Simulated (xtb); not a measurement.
C₆H₁₅Al, charge -1, doublet, geometry from GFN2-xTB (such geometries of metal compounds can be far from the true shape) (a state made from the parent by changing its charge; the spin is typed, not shown lowest). Base run: xtb with GFN0-xTB.

xtb was given this input:
```
$ xtb mol.xyz --gfn 0 --chrg -1 --uhf 1 --json

# file mol.xyz
22

Al    -0.08174234    -0.60370760     0.00345435
C      1.33013377     0.80642034    -0.66157782
C      1.57426829     0.81951892    -2.17252085
H      2.30189286     0.61387388    -0.17377329
H      1.06691520     1.83406563    -0.35613498
H      0.65304022     1.05521127    -2.70548472
H      1.90648882    -0.16241858    -2.51458247
H      2.33366651     1.55266530    -2.47820761
C     -1.96087999     0.31113359    -0.19208589
C     -2.41965549     0.58897488    -1.62454345
H     -2.02584062     1.25964818     0.36867890
H     -2.72036614    -0.33801651     0.27967566
H     -2.40967369    -0.32876494    -2.21560011
H     -1.74480300     1.29620293    -2.10624305
H     -3.43453463     1.00757754    -1.67780095
C      0.13823799    -0.54359828     2.08642075
C      1.41933119    -1.19420053     2.61040766
H     -0.71527471    -1.05904239     2.56148982
H      0.09742017     0.48319183     2.48869044
H      2.29359146    -0.68670051     2.20280059
H      1.47263747    -2.23899983     2.29882001
H      1.49887604    -1.16978880     3.70616267
```

Variants of this job, named by their change:

| change | ΔE vs base (kJ/mol) |
|---|---|
| base | 0.00 |
| acc = 0.1 | 0.00 |
| etemp = 1000 | 0.00 |
| etemp = 10000 | -101.8 |
